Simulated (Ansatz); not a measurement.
The cluster Ga₂As₃⁻ was relaxed with r2SCAN-D4 (def2-SVPD) in Ansatz in these states: charge -1 quintet, charge -1 singlet, charge -1 triplet. The geometries follow in no particular order.

A:

```xyz
5

Ga   -1.267   -0.051    0.597
Ga    0.767    0.140   -1.164
As   -1.608    0.290   -1.826
As    1.025   -1.368    1.035
As    1.083    0.987    1.358
```

B:

```xyz
5

Ga    0.588   -1.526    0.521
Ga   -0.033    0.620   -1.097
As    1.035   -1.312   -1.810
As   -0.538    0.195    1.911
As   -1.053    2.022    0.474
```

C:

Cartesian coordinates in Å:
```
Ga 0.020 -1.477 0.384
Ga -0.915 0.964 -0.748
As -1.986 -1.137 -0.809
As 2.057 -0.145 0.436
As 0.824 1.795 0.737
```

**Question.** Judge from the bond lengths which geometry belongs to which state (an estimate).

**Answer.** A is the charge -1 quintet (Ga2–As5 2.679 Å, Ga1–As4 2.679 Å, Ga1–Ga2 2.698 Å); B is the charge -1 triplet (Ga2–As5 2.340 Å, Ga1–As4 2.482 Å, Ga1–Ga2 2.758 Å); C is the charge -1 singlet (Ga2–As5 2.433 Å, Ga1–As4 2.434 Å, Ga1–Ga2 2.849 Å).

At PBE0-D4/def2-TZVPD a singlet lies 1.32 eV below the charge -1 quintet. At PBE0-D4/def2-TZVPD a singlet lies 0.19 eV below the charge -1 triplet. These are the stationary points nearest to one start from a short search; other shapes may lie lower in each state.
